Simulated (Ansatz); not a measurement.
`O/C=C(\F)[TeH]` and `OC=C(F)F` differ in one atom or group.

Ansatz, PBE0-D4/def2-TZVP geometries, multiplicity 1. Each molecule was computed in one conformer, which needn't be the lowest.

Elements past krypton have def2 core potentials.  Spin–orbit coupling is left out; it splits and shifts lone-pair levels of the heavy atoms by tenths of an eV.

```json
{"property": "LUMO energy (PBE0/def2-TZVPP) / eV", "`O/C=C(\\F)[TeH]`": "-0.77"}
{"property": "LUMO energy (ωB97M-V/def2-TZVPP) / eV", "`O/C=C(\\F)[TeH]`": "1.09"}
{"property": "HOMO–LUMO gap (PBE/def2-TZVPP) / eV", "`O/C=C(\\F)[TeH]`": "3.91"}
{"property": "HOMO–LUMO gap (ωB97M-V/def2-TZVPP) / eV", "`O/C=C(\\F)[TeH]`": "9.82"}
{"property": "size of the dipole moment (ωB97M-V/def2-TZVPP) / D", "`O/C=C(\\F)[TeH]`": "0.43"}
{"property": "size of the dipole moment (PBE/def2-TZVPP) / D", "`O/C=C(\\F)[TeH]`": "0.27"}
```

Q: What does the change do to each property? (Best estimate.)

A: Computed: 
| property | `OC=C(F)F` | shift |
| --- | --- | --- |
| LUMO energy (PBE0/def2-TZVPP) / eV | 0.64 | 1.41 |
| LUMO energy (ωB97M-V/def2-TZVPP) / eV | 2.15 | 1.06 |
| HOMO–LUMO gap (PBE/def2-TZVPP) / eV | 5.18 | 1.27 |
| HOMO–LUMO gap (ωB97M-V/def2-TZVPP) / eV | 11.25 | 1.43 |
| size of the dipole moment (ωB97M-V/def2-TZVPP) / D | 2.54 | 2.11 |
| size of the dipole moment (PBE/def2-TZVPP) / D | 2.40 | 2.13 |

With PBE0 the HOMO falls by 0.24 eV and the LUMO rises by 1.41 eV, so the gap widens by about 1.65 eV. PBE moves the HOMO by 0.04 eV and ωB97M-V by -0.37 eV. The zero-point energy changes by -12.8 kJ/mol with -3 modes. Dipoles are sizes alone; their direction can turn.

Positive LUMOs are unbound, so they and the gaps depend on the basis.
